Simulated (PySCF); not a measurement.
SMILES SCS (CH4S2) at its B3LYP/def2-SVP optimised geometry (Å):

```
7

S      1.2585    -0.7566     0.0000
C     -0.5708    -0.7566     0.0000
S     -1.4073     0.8702     0.0000
H      1.4073    -0.0131    -1.1212
H     -0.9607    -1.2790    -0.8854
H     -0.8571    -1.3422     0.8854
H     -0.8149     1.3422     1.1217
```

Calculation: B3LYP/def2-TZVP (PySCF).

Map of the log10 of the electron density (e/bohr³), floored at −4 on the plane z = 1.0 Å:

```
|000000000000000000000000000|
|000000000000000000000000000|
|000001111221110000000000000|
|000112223333221000000000000|
|001223344444432100000000000|
|012334455665543210000000000|
|123345567777654221000000000|
|123456678898754322111000000|
|234566788998764332222110000|
|234567788998764433333221000|
|234567788887654444444332100|
|234567778877655555555433210|
|234566777776655566665543210|
|233456666666656667776554321|
|123445566676666677777654321|
|112344566777766778877654321|
|011234567888776778877654321|
|001123567898776677777654321|
|000123567998766667776654321|
|000023467888765566666543210|
|000012456777654455555443210|
|000012345555544444444332100|
|000001233444333333333221000|
|000000122333222222222210000|
|000000001111111111111100000|
|000000000000000000000000000|
|000000000000000000000000000|
```
Scale: ten equal steps from -4.00 (start of '0') to -0.521 (end of '9'), in the order '0123456789'; x runs from -3.50 to 3.50, y from -3.50 (bottom) to 3.50 (top).
